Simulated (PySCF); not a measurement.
BF, charge +1, doublet, at a GFN2-xTB geometry (the spin is typed, not shown lowest), atoms displaced at random by about 0.08 Å a coordinate. Base run: PBE/STO-3G, gradient (PySCF).

PySCF was given this input:
```python
from pyscf import gto, scf, dft

mol = gto.Mole()
mol.atom = '''
    B     0.059550    0.002573   -0.897677
    F    -0.123048    0.001942    0.558103
'''
mol.basis = 'sto-3g'
mol.charge = 1
mol.spin = 1
mol.verbose = 4
mol.build()

mf = dft.UKS(mol)
mf.xc = 'pbe'
mf.kernel()
g = mf.nuc_grad_method()
grad = g.kernel()
```

The coordinate followed is y of atom 1.

The base run was repeated with changes; each row names its change, and settings that it needs were set with it.

```tsv
change	dE/dx (Eh/bohr)	net force (Eh/bohr)
base	0.000064	0.000088
finite difference step (bohr) = 0.01; conv_tol = 1e-11	0.000063	-
conv_tol = 1e-4	0.000064	0.000088
conv_tol = 1e-6	0.000064	0.000088
finite difference step (bohr) = 0.2; conv_tol = 1e-11	0.000064	-
finite difference step (bohr) = 0.05; conv_tol = 1e-11	0.000063	-
grids.level = 0; grid_response = on	0.000107	0.000000
finite difference step (bohr) = 1e-3; conv_tol = 1e-11	0.000063	-
grid_response = on	0.000063	0.000000
grids.level = 0; grid_response = off	0.000062	0.032711
density fitting = on; auxbasis_response = off	0.000064	0.002289
finite difference step (bohr) = 1e-4; conv_tol = 1e-11	0.000063	-
```

The net force is zero for an exact gradient.

Open shells are given as the SCF converged; they aren't shown to be the lowest states, and a large step between rows can be another state.
